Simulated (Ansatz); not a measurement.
System: CH$_{3}$BBr, charge 0, multiplicity 2. It need not be the lowest isomer of its formula. 
Structure (B3LYP-D3(BJ)/def2-TZVP (Ansatz, a first-principles code) minimum search):
SMILES: C[B]Br
```xyz
6

B      0.1134    -1.1971    -0.0066
C     -1.0348    -1.9471     0.7032
Br     0.2732     0.6873    -0.1985
H     -0.7966    -1.9517     1.7756
H     -1.1222    -2.9889     0.3926
H     -2.0026    -1.4484     0.5929
```
Charge 0, spin multiplicity 2.

Parts of the frozen-core correlation energy in cc-pVTZ (Ansatz, hartree). Frozen orbitals: 16; correlated occupied orbitals by spin: 9 and 8; virtual: 120 and 121. Open shells are spin-unrestricted. Spin-orbit coupling is left out. Non-relativistic.

```csv
term,value
reference (HF),-2636.76395
MP2 opposite-spin,-0.31488
MP2 same-spin,-0.09504
CCSD correlation,-0.44556
(T),-0.01830
T1 diagnostic,0.015
largest doubles amplitude,0.030
<S^2> of the reference,0.755
```
